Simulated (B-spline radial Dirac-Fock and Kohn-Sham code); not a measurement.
X-ray scattering factor of Lu⁵⁸⁺

System: Lu⁵⁸⁺, 1s2 2s2 2p6 3s2 3p1.

The run's input, task.json:

```json
{"items": [{
  "Z": 71,
  "q": 58,
  "cfg": [[1, 0, 2], [2, 0, 2], [2, 1, 6], [3, 0, 2], [3, 1, 1]],
  "A": 175,
  "rrms": 5.37,
  "do": ["scatter"],
  "s": [0.0, 0.05, 0.1, 0.15, 0.2, 0.25, 0.3, 0.35, 0.4, 0.45, 0.5, 0.6, 0.7, 0.8, 0.9, 1.0, 1.1, 1.2, 1.4, 1.6, 1.8, 2.0, 2.5, 3.0, 3.5, 4.0, 5.0, 6.0],
  "pz": [0, 0.1, 0.14, 0.19, 0.26, 0.35, 0.48, 0.66, 0.91, 1.2, 1.7, 2.3, 3.2, 4.4, 6.0, 8.2, 11.0, 15.0, 21.0, 29.0, 40.0],
  "hv_scatter": [2000, 5000, 8047.8, 17479.3, 20000, 50000, 100000, 500000]
}]}
```

Command: `python xray_run.py task.json out`

Calculated with a radial B-spline solver, using Dirac-Fock orbitals of the configuration average with a finite nucleus. f₀ is the Fourier transform of the spherical electron density, S the Waller-Hartree incoherent function, and s = sin θ/λ.

```
s (Å⁻¹)      f₀      S
      0  13.000  0.000
   0.05  12.997  0.005
    0.1  12.987  0.019
   0.15  12.970  0.044
    0.2  12.947  0.077
   0.25  12.917  0.120
    0.3  12.881  0.172
   0.35  12.839  0.232
    0.4  12.791  0.301
   0.45  12.736  0.378
    0.5  12.676  0.462
    0.6  12.538  0.651
    0.7  12.380  0.863
    0.8  12.203  1.096
    0.9  12.008  1.343
      1  11.799  1.601
    1.1  11.576  1.866
    1.2  11.343  2.133
    1.4  10.854  2.664
    1.6  10.347  3.173
    1.8   9.838  3.647
      2   9.338  4.084
    2.5   8.185  5.029
      3   7.211  5.832
    3.5   6.402  6.559
      4   5.715  7.234
      5   4.551  8.421
      6   3.578  9.381
```

f₀ starts at the number of electrons, 13, and has fallen to half at s ≈ 3.44 Å⁻¹. The sum of ⟨r²⟩ over the electrons is 0.1806 bohr².
